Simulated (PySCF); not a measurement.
Isomers C₅H₁₂O₂Si:

A. `C1[C@H](OC)C[Si@H]1OC`
B. `C/C=C\[SiH](OC)OC`
C. SMILES CC(C)O[Si@H](C)C=O
D. `O[SiH2][C@H]1CCCOC1`

Spectrum 1. 1H NMR (400 MHz, computed): δ 12.30 (d, 1H), 4.75 (m, 1H), 4.26 (m, 1H), 1.43 (d, 3H), 1.28 (d, 3H), 0.23 (d, 3H). 13C{1H} NMR (computed): δ 254.8 (CH), 70.9 (CH), 28.0 (CH3), 27.9 (CH3), 0.4 (CH3).

Spectrum 2. 1H NMR (400 MHz, computed): δ 5.54 (m, 1H), 3.87 (s, 3H), 3.85 (m, 1H), 3.33 (s, 3H), 1.79 (m, 2H), 1.50 (m, 2H). 13C{1H} NMR (computed): δ 76.0 (CH), 57.8 (CH3), 54.0 (CH3), 29.4 (CH2).

Spectrum 3. 1H NMR (400 MHz, computed): δ 5.25 (m, 1H), 5.06 (m, 1H), 4.47 (m, 1H), 4.24 (m, 1H), 3.86 (m, 1H), 3.61 (m, 1H), 3.30 (br s, 1H), 2.09 (m, 1H), 2.02 (m, 1H), 1.79 (m, 1H), 1.31 (m, 1H), 0.59 (m, 1H). 13C{1H} NMR (computed): δ 74.4 (CH2), 72.8 (CH2), 31.0 (CH2), 28.3 (CH2), 26.6 (CH).

Spectrum 4. 1H NMR (400 MHz, computed): δ 6.82 (m, 1H), 5.59 (m, 1H), 4.86 (d, 1H), 3.88 (s, 6H), 1.98 (d, 3H). 13C{1H} NMR (computed): δ 158.4 (CH), 131.7 (CH), 51.9 (CH3), 23.7 (CH3).

- GFN2-xTB geometry
- shieldings: GIAO PBE0/pcSseg-1
- code: PySCF
- non-relativistic, no solvent model, one averaged value for each set of equivalent atoms, a single conformation

Shifts are taken against calculated references (same method and geometry level): 1H (σ = 31.72 ppm), 13C (σ = 186.93 ppm) against TMS. Where no couplings were computed, multiplicities follow the n + 1 count of equivalent neighbours, and m marks all less simple cases (inequivalent or close neighbours, rings, F or P nearby). Shifts are as computed. Against solution values, carbons near 30 ppm lie about +3 ppm off and those near 130 ppm about +5 ppm. Of 1309 compounds with measured shifts, 239 miss one by over three times the rms of a fit or turn the order of signals round; such compounds aren't used in these exercises. OH and NH positions are gas-phase values without hydrogen bonding to other molecules.

**Question.** Which spectrum belongs to which compound?

**Answer.** 1–C, 2–A, 3–D, 4–B.

- Spectrum 1 (C): 5 13C signals; δC 70.9 is an sp3 CH bonded to O; δC 28.0 is a methyl carbon.
- Spectrum 2 (A): 4 13C signals; δC 76.0 is an sp3 CH bonded to O; δC 57.8 is a methyl carbon bonded to O.
- Spectrum 3 (D): 5 13C signals; δC 74.4 is an sp3 CH2 bonded to O; δC 72.8 is an sp3 CH2 bonded to O.
- Spectrum 4 (B): 4 13C signals; δC 158.4 is an alkene CH; δC 131.7 is an alkene CH.
